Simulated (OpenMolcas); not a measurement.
**Lines of F: computed and rescaled rates**

```yaml
Program: OpenMolcas 26.06
Method: "SS-RASPT2, IPEA 0.25 Eh, imaginary shift 0.1 Eh (closed shells correlated: 1s 2s)"
Basis: ANO-RCC [8s7p4d3f2g]
Scalar_Hamiltonian: DKH2, point nucleus
Active_space: 5 electrons in 9 orbitals (RAS2 2p; RAS3 3s 3d, at most 1 electron)
State_averaging: 2S+1 = 2 odd, 3 roots; 2S+1 = 4 even, 3 roots; 2S+1 = 2 even, 8 roots
Spin-orbit_coupling: RASSI with atomic mean-field integrals over the reference wave functions, term energies averaged over their components
```

Rates come from the transition moments of the reference wave functions (E1 and E2 in the length form). At fixed line strength A goes as λ^-3 for E1 and M1 and as λ^-5 for E2, so a rate at the computed wavelength can be rescaled to the measured one. Measured vacuum wavelengths follow from level energies in NIST Handbook of Basic Atomic Spectroscopic Data. Branching counts decays inside the model space alone, at computed energies, and the table is only a selection of the E1 lines, drawn from those between levels with measured partners whose computed energy lies within a factor of 1.5 of the measured one.

```json
{"Upper": "2s2 2p4 3s 4P 3/2", "Lower": "2s2 2p5 2P* 1/2", "Type": "E1", "λ computed (nm)": "99.58", "λ measured (nm)": "97.77", "A computed (s-1)": "8.16e+04", "A rescaled (s-1)": "", "Branching %": "11.1"}
{"Upper": "2s2 2p4 3s 4P 5/2", "Lower": "2s2 2p5 2P* 3/2", "Type": "E1", "λ computed (nm)": "99.44", "λ measured (nm)": "97.65", "A computed (s-1)": "2.30e+04", "A rescaled (s-1)": "", "Branching %": "100.0"}
{"Upper": "2s2 2p4 3s 4P 1/2", "Lower": "2s2 2p5 2P* 1/2", "Type": "E1", "λ computed (nm)": "99.42", "λ measured (nm)": "97.62", "A computed (s-1)": "1.75e+05", "A rescaled (s-1)": "", "Branching %": "66.4"}
{"Upper": "2s2 2p4 3s 4P 3/2", "Lower": "2s2 2p5 2P* 3/2", "Type": "E1", "λ computed (nm)": "99.18", "λ measured (nm)": "97.39", "A computed (s-1)": "6.53e+05", "A rescaled (s-1)": "", "Branching %": "88.9"}
{"Upper": "2s2 2p4 3s 4P 1/2", "Lower": "2s2 2p5 2P* 3/2", "Type": "E1", "λ computed (nm)": "99.03", "λ measured (nm)": "97.24", "A computed (s-1)": "8.87e+04", "A rescaled (s-1)": "", "Branching %": "33.6"}
{"Upper": "2s2 2p4 3s 2P 3/2", "Lower": "2s2 2p5 2P* 1/2", "Type": "E1", "λ computed (nm)": "96.14", "λ measured (nm)": "95.85", "A computed (s-1)": "1.20e+08", "A rescaled (s-1)": "1.21e+08", "Branching %": "16.0"}
{"Upper": "2s2 2p4 3s 2P 1/2", "Lower": "2s2 2p5 2P* 1/2", "Type": "E1", "λ computed (nm)": "95.85", "λ measured (nm)": "95.55", "A computed (s-1)": "4.98e+08", "A rescaled (s-1)": "5.03e+08", "Branching %": "66.4"}
{"Upper": "2s2 2p4 3s 2P 3/2", "Lower": "2s2 2p5 2P* 3/2", "Type": "E1", "λ computed (nm)": "95.77", "λ measured (nm)": "95.48", "A computed (s-1)": "6.27e+08", "A rescaled (s-1)": "6.33e+08", "Branching %": "84.0"}
{"Upper": "2s2 2p4 3s 2P 1/2", "Lower": "2s2 2p5 2P* 3/2", "Type": "E1", "λ computed (nm)": "95.48", "λ measured (nm)": "95.19", "A computed (s-1)": "2.52e+08", "A rescaled (s-1)": "2.54e+08", "Branching %": "33.6"}
```

Spin-changing lines and M1 lines between different terms are not rescaled, since their strength hangs on the term gaps too.

The largest correction is for 2s2 2p4 3s 2P 1/2 → 2s2 2p5 2P* 1/2 (E1): 4.98e+08 × (95.85 / 95.55)^3 = 5.03e+08 s-1, a factor of 1.01.

No measured rate stands beside these. Rescaling mends the energy factor alone: line strengths can still be far off where a level mixes with configurations outside the active space, and weak or spin-changing lines hang on small mixing coefficients that depend on the term gaps too, so rescaling need not improve them.

ANO sets are built for valence states and can reach diffuse excited orbitals poorly. Computed and measured levels are paired by configuration, term and J; levels that our copy of the source lacks, or whose pairing is in doubt (as where it misses far off the trend of its configuration), stay unpaired. Only configurations of the active space appear.

* marks odd parity.
